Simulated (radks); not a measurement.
The numbers below are computed, except where a source is named.
Task: Ionisation of Br, [Ar] 3d10 4s2 4p5, to Br+, [Ar] 3d10 4s2 4p4, under several functionals. Dirac Kohn-Sham, spin-unpolarised, spherical densities, finite nucleus; open shells fill j = l - 1/2 first; a radial shooting solver on a logarithmic mesh with Libxc functionals. The NIST Atomic Spectra Database gives 11.814 eV (measured). Rank these functionals by the error of their Delta-SCF ionisation energy: BLYP; HCTH/407; exchange-only LDA; BP86; exchange-only PBE; PBE; RPBE; revPBE; B86b exchange with PBE correlation.

Result: From best to worst: BLYP 12.190 eV (+0.376); exchange-only PBE 11.383 eV (-0.430); revPBE 12.309 eV (+0.495); RPBE 12.316 eV (+0.502); PBE 12.346 eV (+0.532); B86b exchange with PBE correlation 12.364 eV (+0.550); exchange-only LDA 11.228 eV (-0.586); BP86 12.453 eV (+0.639); HCTH/407 12.544 eV (+0.730). Spin polarisation and multiplet splitting are left out, so open shells lie too high by an amount that depends on their filling.

Beside tabulated values, note that spin-unpolarised runs miss the spin-polarisation part of the exchange energy of open shells.
